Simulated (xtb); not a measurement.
Si(H)(Me)2(SeH) (C₂H₈SeSi), SMILES C[SiH]([SeH])C. All values are semi-empirical tight-binding results from xtb (GFN2-xTB unless named), good for trends rather than for accurate numbers. Geometry: GFN2-xTB. The values are those of a single conformer.

```
Quantity                                           Value
-----------------------------------------  -------------
orbital gap                                      4.48 eV
zero-point energy                          55.5 kcal/mol
G − E(el) at 298.15 K (modified RRHO)      34.3 kcal/mol
static polarisability (D4 model)              80.8 bohr³
solvation energy, GFN2-xTB/ALPB(water)     -5.0 kcal/mol
solvation energy, GFN2-xTB/ALPB(methanol)  -6.9 kcal/mol
```
